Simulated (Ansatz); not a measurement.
A nudged elastic band was laid between two geometries of AlBCl₃H₃O (9 atoms, charge 0, multiplicity 1).

Computed with RKS B3LYP-D4/def2-SVP (Ansatz).

* movable images: 1
* climbing image: no
* spring: 5.0 eV/Å²
* optimiser: quadratic models (default)
* start path: through a guess of the saddle point
* force threshold: 0.05 eV/Å
* iteration limit: 60
* end points: relaxed

Image 0:

```xyz
9
Properties=species:S:1:pos:R:3
B 0.581 -0.334 0.738
Cl 0.367 0.880 1.980
Cl 1.695 -0.158 -0.578
Cl -1.883 -0.973 -1.730
O -0.152 -1.506 0.826
Al -0.994 -2.637 -0.695
H 0.242 -3.325 -1.390
H -1.960 -3.398 0.311
H -0.721 -1.561 1.612
```

Image 2:

```xyz
9
Properties=species:S:1:pos:R:3
B -0.475 -0.242 -0.990
Cl 0.581 -1.786 2.254
Cl 0.388 0.891 0.169
Cl -0.963 0.470 -2.528
O -0.678 -1.478 -0.639
Al -0.663 -2.955 0.326
H 0.422 -4.003 -0.123
H -2.038 -3.275 1.023
H 0.603 -0.634 1.581
```

(1) What changes between the two ends?

(2) Give the energies along the band, and the barrier.

(3) What is the geometry of the highest image?

## Answers

(1) Bonds broken: B1–Cl2, Cl4–Al6, O5–H9. Bonds formed: B1–Cl4, Cl2–H9.

(2) The forces met the threshold. The highest image is number 1 of 0 to 2, 19.1 kcal/mol above the first end and 13.9 kcal/mol above the last; the last end lies 5.3 kcal/mol above the first. No image climbed, so the highest image needn't sit at the top of the path. A band with more images between the same ends climbed to 1.73 eV, so this one has probably stepped over the top. So few images can step over the top or miss a turn of the path. The orbitals stay closed-shell, which can raise the energy where a bond breaks towards radicals; this wasn't checked here.

```
image  path coordinate (Å)  energy (kcal/mol)  B1–Cl2 (Å)  Cl4–Al6 (Å)  O5–H9 (Å)
    0                 0.00                0.0        1.75         2.15       0.97
    1                 4.31               19.1        3.39         3.85       2.21
    2                 8.62                5.3        3.75         4.47       2.70
```

(3) 
```xyz
9
Properties=species:S:1:pos:R:3
B -0.161 -0.369 -0.538
Cl 0.205 -0.021 2.811
Cl 1.305 0.449 -1.094
Cl -1.706 0.495 -0.599
O -0.105 -1.638 -0.114
Al -0.753 -3.225 -0.374
H -0.092 -4.352 0.497
H -1.883 -3.386 -1.455
H 0.367 -0.967 1.941
```

Run time: 37 s on 4 threads of Arm Neoverse V2, on a shared host, peak memory 0.3 GiB.
